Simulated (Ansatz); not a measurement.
SiMe3(NHtBu) (C₇H₁₉NSi). Total charge 0; triplet. Geometry r2SCAN-D4/def2-SVP, that of the neutral singlet.

Cartesian coordinates in Å:
```
Si -0.9209 0.4918 0.9430
C -1.8424 2.1294 1.0288
H -1.1528 2.9896 0.9890
H -2.4130 2.2098 1.9688
H -2.5575 2.2301 0.1955
C -2.1574 -0.9217 1.0806
H -2.8223 -0.9467 0.2015
H -2.7869 -0.7887 1.9776
H -1.6743 -1.9084 1.1646
C 0.2571 0.3746 2.4152
H 0.8309 -0.5672 2.4193
H -0.3009 0.4183 3.3667
H 0.9822 1.2054 2.4131
N -0.1256 0.5286 -0.6162
C 0.9000 -0.3481 -1.1914
C 0.6403 -1.7945 -0.7608
C 0.8110 -0.2534 -2.7204
C 2.3079 0.0758 -0.7350
H -0.0632 1.4665 -1.0093
H 1.3831 -2.4704 -1.2124
H 0.7146 -1.9068 0.3337
H -0.3642 -2.1195 -1.0743
H -0.1905 -0.5563 -3.0634
H 1.5633 -0.8938 -3.2093
H 0.9859 0.7837 -3.0548
H 2.3985 0.0031 0.3606
H 2.5051 1.1225 -1.0214
H 3.0921 -0.5536 -1.1892
```

At PBE0-D4/def2-TZVP a singlet of charge 0 lies 5.67 eV below the triplet at the same geometry.

Task: Estimate the α-spin orbital energies around the gap (eV) in Ansatz with PBE-D4/def2-TZVP, r2SCAN-D4/def2-TZVP, PBE0-D4/def2-TZVP.

Result: 
```
orbital  PBE-D4/def2-TZVP  r2SCAN-D4/def2-TZVP  PBE0-D4/def2-TZVP
 HOMO−5             -8.99                -9.40             -10.56
 HOMO−4             -8.37                -8.65              -9.77
 HOMO−3             -8.15                -8.47              -9.59
 HOMO−2             -7.64                -7.89              -8.89
 HOMO−1             -7.43                -7.78              -8.80
   HOMO             -0.75                -0.63              -1.07
   LUMO              0.12                 0.51               0.87
 LUMO+1              0.47                 0.85               1.19
 LUMO+2              0.66                 1.06               1.39
 LUMO+3              0.68                 1.09               1.50
 LUMO+4              0.81                 1.19               1.67
 LUMO+5              1.23                 1.68               2.05
 β HOMO             -7.57                -7.80              -8.81
 β LUMO             -6.21                -5.75              -5.03
```
